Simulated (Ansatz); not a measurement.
Geometry optimisation of `[CH3][SnH2][O][AlH2]`.

```yaml
crystal:
  periodic: [false, false, false]
  atoms:
    - {symbol: C, position_ang: [-1.169726, 1.392289, -0.132621]}
    - {symbol: Sn, position_ang: [-0.843012, -0.444308, 0.967312]}
    - {symbol: O, position_ang: [0.806671, -1.322226, 0.230192]}
    - {symbol: Al, position_ang: [2.123874, -1.075120, -0.835123]}
    - {symbol: H, position_ang: [-2.082386, 1.897644, 0.240898]}
    - {symbol: H, position_ang: [-0.298363, 2.062348, -0.000422]}
    - {symbol: H, position_ang: [-1.293200, 1.163319, -1.208645]}
    - {symbol: H, position_ang: [-2.107485, -1.602654, 0.730528]}
    - {symbol: H, position_ang: [-0.510485, -0.174829, 2.645611]}
    - {symbol: H, position_ang: [2.271471, 0.318926, -1.616688]}
    - {symbol: H, position_ang: [3.167940, -2.272391, -1.000442]}
basis:
  gaussian: {orbitals: def2-TZVP}
hamiltonian: {xc: pbe0, dispersion: d4}
relax: {f_tol: 0.005, max_steps: 150}
```

```sh
$ ansatz run in.yaml --threads 4 --pin off --events-out ev --progress --plain --max-ram 10444MiB
```

It prints (some lines left out):

```
Functional definition: PBE0
mean field -15622.51286043 eV, -574.1167583011 hartree, gradient 3.0e-5 eV, S^2 0.000000; 0 other end points of the search recorded, 0 dependent functions left out
relax step   1: F+E_penalty+E_count = -15622.70128199 eV  Δ(F+E_penalty+E_count) = +0.000e0 eV  max|allowed force component| = 5.648e-1 eV/Å  Δτ_max = 0.0000 Å  (28 SCF iters, accepted)
mean field -15622.57226169 eV, -574.1189412573 hartree, gradient 2.1e-5 eV, S^2 0.000000; 0 other end points of the search recorded, 0 dependent functions left out
relax step   2: F+E_penalty+E_count = -15622.76426039 eV  Δ(F+E_penalty+E_count) = -6.298e-2 eV  max|allowed force component| = 4.052e-1 eV/Å  Δτ_max = 0.0570 Å  (31 SCF iters, accepted)
mean field -15622.58298709 eV, -574.1193354084 hartree, gradient 1.7e-5 eV, S^2 0.000000; 0 other end points of the search recorded, 0 dependent functions left out
relax step   3: F+E_penalty+E_count = -15622.77497236 eV  Δ(F+E_penalty+E_count) = -1.071e-2 eV  max|allowed force component| = 1.207e-1 eV/Å  Δτ_max = 0.0186 Å  (32 SCF iters, accepted)
mean field -15622.58453788 eV, -574.1193923990 hartree, gradient 1.7e-5 eV, S^2 0.000000; 0 other end points of the search recorded, 0 dependent functions left out
relax step   4: F+E_penalty+E_count = -15622.77622088 eV  Δ(F+E_penalty+E_count) = -1.249e-3 eV  max|allowed force component| = 3.177e-2 eV/Å  Δτ_max = 0.0361 Å  (31 SCF iters, accepted)
mean field -15622.58554554 eV, -574.1194294297 hartree, gradient 1.6e-5 eV, S^2 0.000000; 0 other end points of the search recorded, 0 dependent functions left out
relax step   5: F+E_penalty+E_count = -15622.77661412 eV  Δ(F+E_penalty+E_count) = -3.932e-4 eV  max|allowed force component| = 2.588e-2 eV/Å  Δτ_max = 0.0235 Å  (32 SCF iters, accepted)
mean field -15622.58581621 eV, -574.1194393767 hartree, gradient 1.6e-5 eV, S^2 0.000000; 0 other end points of the search recorded, 0 dependent functions left out
relax step   6: F+E_penalty+E_count = -15622.77678672 eV  Δ(F+E_penalty+E_count) = -1.726e-4 eV  max|allowed force component| = 1.392e-2 eV/Å  Δτ_max = 0.0125 Å  (32 SCF iters, accepted)
mean field -15622.58580845 eV, -574.1194390915 hartree, gradient 1.6e-5 eV, S^2 0.000000; 0 other end points of the search recorded, 0 dependent functions left out
relax step   7: F+E_penalty+E_count = -15622.77645660 eV  Δ(F+E_penalty+E_count) = +3.301e-4 eV  max|allowed force component| = 6.641e-2 eV/Å  Δτ_max = 0.0282 Å  (31 SCF iters, rejected (line search))
mean field -15622.58607586 eV, -574.1194489188 hartree, gradient 1.6e-5 eV, S^2 0.000000; 0 other end points of the search recorded, 0 dependent functions left out
relax step   8: F+E_penalty+E_count = -15622.77687960 eV  Δ(F+E_penalty+E_count) = -9.288e-5 eV  max|allowed force component| = 2.265e-3 eV/Å  Δτ_max = 0.0141 Å  (32 SCF iters, accepted)
mean field -15622.58652789 eV, -574.1194655306 hartree, gradient 1.6e-5 eV, S^2 0.000000; 0 other end points of the search recorded, 0 dependent functions left out
relax step   9: F+E_penalty+E_count = -15622.77694585 eV  Δ(F+E_penalty+E_count) = -6.626e-5 eV  max|allowed force component| = 9.836e-3 eV/Å  Δτ_max = 0.0276 Å  (31 SCF iters, accepted)
mean field -15622.58664525 eV, -574.1194698433 hartree, gradient 1.6e-5 eV, S^2 0.000000; 0 other end points of the search recorded, 0 dependent functions left out
relax step  10: F+E_penalty+E_count = -15622.77695483 eV  Δ(F+E_penalty+E_count) = -8.980e-6 eV  max|allowed force component| = 8.965e-3 eV/Å  Δτ_max = 0.0069 Å  (33 SCF iters, accepted)
mean field -15622.58671572 eV, -574.1194724330 hartree, gradient 1.3e-5 eV, S^2 0.000000; 0 other end points of the search recorded, 0 dependent functions left out
relax step  11: F+E_penalty+E_count = -15622.77695935 eV  Δ(F+E_penalty+E_count) = -4.512e-6 eV  max|allowed force component| = 4.246e-3 eV/Å  Δτ_max = 0.0046 Å  (24 SCF iters, accepted)
mean field -15622.58671572 eV, -574.1194724330 hartree, gradient 1.7e-5 eV, S^2 0.000000; 1 other end points of the search recorded, 0 dependent functions left out
Total energy: -15622.77700293 eV, -574.1264653592 hartree
Atom 0 at    -1.186736     1.382526    -0.118369 Å, force    -0.004070     0.002752    -0.000209 eV/Å
Atom 1 at    -0.829443    -0.433544     0.940419 Å, force     0.000253    -0.001282    -0.001318 eV/Å
Atom 2 at     0.787705    -1.234982     0.185798 Å, force    -0.000318     0.001019    -0.000010 eV/Å
Atom 3 at     2.119762    -1.074135    -0.820396 Å, force     0.000737    -0.000026    -0.000868 eV/Å
Atom 4 at    -2.066494     1.889092     0.280822 Å, force     0.004246    -0.002219    -0.001708 eV/Å
Atom 5 at    -0.321822     2.038484    -0.019669 Å, force    -0.000037     0.000404    -0.000474 eV/Å
Atom 6 at    -1.349780     1.165602    -1.174130 Å, force     0.000513    -0.000145     0.002404 eV/Å
Atom 7 at    -2.059361    -1.597525     0.710736 Å, force    -0.000048    -0.000562     0.000474 eV/Å
Atom 8 at    -0.488891    -0.186545     2.597478 Å, force     0.000216     0.000157     0.000084 eV/Å
Atom 9 at     2.336395     0.285201    -1.614729 Å, force    -0.000196    -0.001765     0.001613 eV/Å
Atom 10 at     3.123964    -2.291177    -0.947359 Å, force    -0.001296     0.001666     0.000012 eV/Å
Dipole moment:    -0.300831     0.283895     0.043176 e Å
```

Run time 37 s (4 threads of an Arm Neoverse V1 on a shared host); peak host memory 0.51 GiB.
